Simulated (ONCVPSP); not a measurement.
## u(r) = r·R(r): atom against pseudo-atom (La (Z = 57))

Columns: radius, all-electron u(r) and pseudo u(r) of the 5p shell (level -22.40 eV) of lanthanum in the configuration [Kr] 4d10 5s2 5p6 5d1 6s2; revPBE, scalar-relativistic, ONCV scheme, ONCVPSP 4.0.1.

| r (bohr) | all-electron | pseudo |
| --- | --- | --- |
| 0.202 | 0.2965 | 0.0233 |
| 0.405 | -0.2637 | 0.0958 |
| 0.607 | -0.4167 | 0.2175 |
| 0.810 | -0.0414 | 0.3783 |
| 1.012 | 0.3900 | 0.5523 |
| 1.215 | 0.6897 | 0.7090 |
| 1.418 | 0.8378 | 0.8160 |
| 1.620 | 0.8691 | 0.8528 |
| 1.822 | 0.8264 | 0.8214 |
| 2.025 | 0.7434 | 0.7429 |
| 2.228 | 0.6446 | 0.6446 |
| 2.430 | 0.5453 | 0.5453 |
| 2.632 | 0.4530 | 0.4530 |
| 2.835 | 0.3712 | 0.3712 |
| 3.037 | 0.3017 | 0.3017 |
| 3.240 | 0.2433 | 0.2433 |
| 3.442 | 0.1954 | 0.1954 |
| 3.645 | 0.1562 | 0.1562 |
| 3.847 | 0.1246 | 0.1246 |
| 4.050 | 0.0990 | 0.0990 |
| 4.252 | 0.0785 | 0.0785 |
| 4.455 | 0.0621 | 0.0621 |
| 4.658 | 0.0489 | 0.0489 |
| 4.860 | 0.0385 | 0.0385 |
| 5.062 | 0.0303 | 0.0303 |
| 5.265 | 0.0237 | 0.0237 |

(1) How many radial nodes do the two functions have?

(2) At about which radius was the pseudo-wave matched?

(3) Is the pseudo-wave norm-conserving?

## Answers

(1) The all-electron 5p function has n − l − 1 = 3 (the table is too coarse to show those close to the nucleus); the pseudo-wave has 0, since the states of the same l below it are removed with the core.

(2) 2.45 bohr. The columns agree to 0.0005 from 2.02 bohr on; several derivatives are matched, so the curves merge somewhat inside the radius.

(3) Yes: the ONCV scheme keeps the norm inside the radius equal to the all-electron one, which fixes the energy derivative of the logarithmic derivative at the level.
